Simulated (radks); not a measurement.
Results of a calculation; reference values are marked as such.
Task: Code: a radial shooting solver on a logarithmic mesh with Libxc functionals. Model: scalar-relativistic Kohn-Sham, LDA (Slater exchange, Perdew-Wang correlation), spin-polarised, spherical densities, finite nucleus; open shells are filled with parallel spins first (spin-orbit coupling, left out, can overturn this in heavy ions); Fermi nuclear charge, rms radius of each element as measured or else 0.836 A^(1/3) + 0.57 fm. Response by self-consistent Sternheimer equations with the Hartree and adiabatic LDA kernel, the relativistic mass of each level held fixed and spin-orbit coupling left out. For heavy and open-shell atoms this level of theory can miss by tens of per cent. Rank In8+, Tc2+, Mo+, Ru3+, Rh4+, Nb, Ag6+, Pd5+, Cd7+ (NIST ground configurations) by static dipole polarisability, largest first.

Result: Nb 88.10, Mo+ 22.34, Tc2+ 9.326, Ru3+ 5.166, Rh4+ 3.320, Pd5+ 2.331, Ag6+ 1.733, Cd7+ 1.341, In8+ 1.068 bohr^3.
